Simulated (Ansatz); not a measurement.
Reaction (ligand exchange at a P–N bond): `P[NH][ZnH]` + CH₃SH → `CSP` + `[NH2][ZnH]`

Calculated with Ansatz (gas phase, PBE0-D4/def2-TZVP geometries, no zero-point term in ΔE). CCSD(T)/CBS adds triple-zeta CCSD(T) − MP2 to the extrapolated MP2 energy (def2 sets, frozen cores). This one scheme is used for every species. Functionals use def2-TZVPP. For Zn outer-core shells are correlated without core-valence functions, which leaves a few kJ/mol of doubt a bond. Scalar relativity is left out up to krypton. One conformer a species, not always the lowest.

Is it downhill or uphill in electronic energy at CCSD(T)/CBS, and by how much? (An estimate is asked.)

Ansatz gave: Downhill: ΔE = -5.8 kcal/mol.

What do these levels give: revPBE-D4, r2SCAN-D4, r2SCANh-D4, CAM-B3LYP-D4, ωB97X-V, revPBE, CAM-B3LYP, CCSD/def2-SVP, HF/def2-TZVPP, MP2/def2-TZVPP, CCSD/def2-TZVPP, SCS-MP2/def2-QZVPP? (Best estimate.)

The calculation gave: revPBE-D4 -7.5, r2SCAN-D4 -6.8, r2SCANh-D4 -6.5, CAM-B3LYP-D4 -4.3, ωB97X-V -4.9, revPBE -7.6, CAM-B3LYP -4.2, CCSD/def2-SVP -0.5, HF/def2-TZVPP -1.4, MP2/def2-TZVPP -5.5, CCSD/def2-TZVPP -3.8, SCS-MP2/def2-QZVPP -4.9 kcal/mol.

What do rigid-rotor, harmonic-oscillator terms from PBE0-D4/def2-TZVP frequencies (298.15 K, 1 bar) make of the CCSD(T)/CBS value? (An estimate is asked.)

Ansatz gave: ΔZPE = +0.7 kcal/mol, ΔH = -4.9 kcal/mol, ΔS = 4 J/(mol·K), ΔG = -5.2 kcal/mol.

Largest T1 diagnostic among the species: 0.016.

At CCSD(T), def2-SVP lies +4.9 kcal/mol from the extrapolated value and def2-TZVPP +1.3 kcal/mol. From BLYP to BHLYP (50 % exact exchange), in def2-TZVPP and without D4, ΔE moves by +2.3 kcal/mol. Leaving LDA and LC-ωPBE aside and taking each functional with its dispersion term where it has one, the values, not all of them listed here, spread over 3.7 kcal/mol, from PBE-D4 to BHLYP-D4.
